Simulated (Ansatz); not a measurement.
Reaction (formal exchange of groups at the Si–N bond): `O[SiH](F)N[SiH2]F` + SiH₄ → `O[SiH](F)[SiH3]` + `N[SiH2]F`

Program: Ansatz. Geometries: PBE0-D4/def2-TZVP. ΔE: electronic, gas phase. CCSD(T)/CBS is the MP2 limit (def2-TZVPP, def2-QZVPP) plus CCSD(T) − MP2 in def2-TZVPP, frozen cores. This one scheme is used for every species. Functionals use def2-TZVPP. B3LYP here is the variant with VWN-RPA as its local correlation; programs differ in this. HSE06 is defined as in plane-wave codes. Each species was taken in one conformer, which may not be the lowest.

`O[SiH](F)N[SiH2]F`:

Z-matrix (Å, degrees):
```
Si
F 1 1.587
N 1 1.712 2 111.0
O 1 1.630 2 103.3 3 120.8
H 1 1.475 2 108.4 3 -117.9
Si 3 1.712 1 128.5 2 -114.9
H 3 1.013 1 115.8 2 66.3
H 4 0.958 1 117.8 2 -171.9
F 6 1.601 3 111.4 1 -94.4
H 6 1.477 3 108.9 1 23.3
H 6 1.479 3 109.7 1 148.3
```

SiH₄:

```xyz
5

Si    0.000    0.000    0.000
H    -0.122    1.002    1.088
H     0.942   -1.070    0.416
H     0.512    0.661   -1.227
H    -1.332   -0.594   -0.277
```

`O[SiH](F)[SiH3]`:

Z-matrix (Å, degrees):
```
Si
F 1 1.603
Si 1 2.339 2 109.3
O 1 1.636 2 110.2 3 117.2
H 1 1.488 2 105.0 3 -123.8
H 3 1.487 1 109.5 2 -177.0
H 3 1.486 1 110.3 2 62.6
H 3 1.487 1 109.6 2 -57.8
H 4 0.959 1 118.9 2 71.5
```

`N[SiH2]F`:

Z-matrix (Å, degrees):
```
Si
F 1 1.605
N 1 1.696 2 114.6
H 1 1.479 2 105.8 3 -119.3
H 1 1.479 2 105.8 3 119.3
H 3 1.006 1 122.0 2 77.5
H 3 1.006 1 122.0 2 -77.5
```

| level | ΔE (kJ/mol) |
| --- | --- |
| B3LYP-D4 | 87.9 |
| r2SCAN0-D4 | 91.2 |
| HSE06-D4 | 78.5 |
| CAM-B3LYP-D4 | 92.4 |
| CAM-B3LYP | 90.0 |
| RPA@PBE/def2-TZVPP | 95.2 |
| HF/def2-TZVPP | 104.4 |
| HF/CBS(def2) | 105.8 |

What does CCSD(T)/CBS give? (Best estimate.)

Ansatz gave: +92.6 kJ/mol. The listed levels differ from it by -4.7, -1.4, -14.1, -0.2, -2.6, 2.6, 11.8, 13.2 kJ/mol.

Largest T1 diagnostic among the species: 0.013.

In def2-TZVPP, CCSD(T) changes the Hartree–Fock value by −9.4 kJ/mol (the triples alone add −1.0 kJ/mol) and MP2 by −3.7 kJ/mol. From r2SCAN to r2SCAN0 (25 % exact exchange), in def2-TZVPP and without D4, ΔE moves by +3.5 kJ/mol.
